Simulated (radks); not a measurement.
V4+, configuration [Ar] 4p(1/2: 1, 3/2: 0) (not the ground configuration). Method: Dirac Kohn-Sham, BLYP, spin-unpolarised, spherical densities, finite nucleus; Fermi nuclear charge, rms radius 3.6002 fm; computed with a radial shooting solver on a logarithmic mesh with Libxc functionals. Some entries of the table are withheld. Estimate them.

orbital  occ.  eigenvalue (hartree)  <1/r> (bohr^-1)  r(max) (bohr)
1s1/2       2                   (1)            22.84        0.04349
2s1/2       2             -24.68926            4.811         0.2557
2p1/2       2                   (2)            4.748         0.2066
2p3/2       4                   (3)            4.682         0.2089
3s1/2       2              -4.85976            1.557         0.8033
3p1/2       2              -3.88806              (4)         0.8146
3p3/2       4              -3.85263              (5)         0.8205
4p1/2       1              -1.31187           0.5525          2.257
4p3/2       0              -1.30533           0.5493          2.269

Answer. 
(1) 1s1/2 eigenvalue (hartree): -199.6306
(2) 2p1/2 eigenvalue (hartree): -21.20714
(3) 2p3/2 eigenvalue (hartree): -20.94640
(4) 3p1/2 <1/r> (bohr^-1): 1.455
(5) 3p3/2 <1/r> (bohr^-1): 1.441
